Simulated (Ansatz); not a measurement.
Gas-phase electronic energies from Ansatz, PBE0-D4/def2-TZVP geometries. CCSD(T)/CBS is the MP2 limit (def2-TZVPP, def2-QZVPP) plus CCSD(T) − MP2 in def2-TZVPP, frozen cores. This one scheme is used for every species. DFT in def2-TZVPP. B3LYP here is the variant with VWN-RPA as its local correlation; programs differ in this. For Ge outer-core shells are correlated without core-valence functions, which leaves a few kJ/mol of doubt a bond. Scalar relativity is left out up to krypton. One conformer a species, not always the lowest.

Reaction (ligand exchange at a Ge–N bond): `C[N]([GeH3])BF` + `N[SiH](O)O` → `O[SiH](O)[NH][GeH3]` + `CNBF`

```tsv
level	ΔE (kJ/mol)
PBE-D4	-9.5
r2SCAN-D4	-10.3
PBE	-10.1
B3LYP	-12.7
CCSD(T)/def2-TZVPP	-7.4
HF/def2-QZVPP	-19.1
MP2/def2-QZVPP	-6.3
MP2/CBS(def2)	-6.4
```

Problem. What does CCSD(T)/CBS give? (An estimate is asked.)

Solution. Computed: -7.9 kJ/mol. The listed levels differ from it by -1.6, -2.4, -2.2, -4.8, 0.5, -11.2, 1.6, 1.5 kJ/mol.

Largest T1 diagnostic among the species: 0.012.

In def2-TZVPP, CCSD(T) changes the Hartree–Fock value by +11.5 kJ/mol (the triples alone add +1.8 kJ/mol) and MP2 by +12.9 kJ/mol.
